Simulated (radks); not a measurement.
Task: Neutral silver, [Kr] 4d10 5s1. Method: non-relativistic Kohn-Sham, LDA (Slater exchange, Perdew-Wang correlation), spin-polarised, spherical densities, point nucleus; computed with a radial shooting solver on a logarithmic mesh with Libxc functionals. Every spin shell is full or empty, so the densities are truly spherical. Functionals are evaluated on that one density, not self-consistently. Rank these exchange functionals by their error against the exact value of the orbitals, and give that value: LDA, PBEsol, RPBE, PW91, PW86, OPTX, APBE, TPSS, revTPSS, r2SCAN, MS2.

Result: Exact: -143.783 hartree. From best to worst, with 100 (|E| - |E exact|)/|E exact| (equal figures are ties): r2SCAN -0.05, PW91 +0.05, PW86 -0.10, RPBE -0.17, TPSS -0.21, APBE +0.38, MS2 -0.52, revTPSS -0.86, OPTX +1.22, PBEsol -2.26, LDA -4.91.
